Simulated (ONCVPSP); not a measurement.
## nitrogen: ONCV pseudisation with revPBE, scalar-relativistic reference atom.

* Element: nitrogen (N)
* Generator: ONCVPSP 4.0.1
* Type: optimised norm-conserving Vanderbilt (ONCV)
* Functional: revPBE
* Relativity: scalar-relativistic
* Frozen core: [He]
* Valence charge: 5
* Reference configuration: 2s1.5 2p3.5
* Partial waves: 2s: rc 0.80 bohr, ncon 4, nbas 8, qcut 6.4 1/bohr, 3 projectors, debl 0.7 Ha; 2p: rc 2.20 bohr, ncon 3, nbas 7, qcut 6.5 1/bohr, 1 projector
* Local potential: polynomial inside 0.50 bohr (lpopt 5, dvloc0 1 Ha)
* Core correction: Teter function fitted to the true core (icmod 2), fcfact 0.5

Estimate the cutoffs (Ha) at which the residual kinetic energy of the hardest occupied pseudo-wave falls to 1 and 0.1 mHa per electron.

55 Ha and 214 Ha.

Does the potential have ghost states?

Ghosts flagged at negative energy: s at -365.7 eV; no localised positive-energy state flagged. A true bound ghost makes a file unfit for plane-wave use.

Which valence shell sets the plane-wave cutoff?

2s: 55 Ha for 1 mHa per electron, against 14 Ha for 2p.

Tests: 2s2 2p3; 2s2 2p2; 2s2 2p1; 2s2 2p0. Which has the largest error in its energy relative to the reference configuration, and how large is it?

2s2 2p0, with +2857 meV (all-electron minus pseudo) on +83.50 eV.
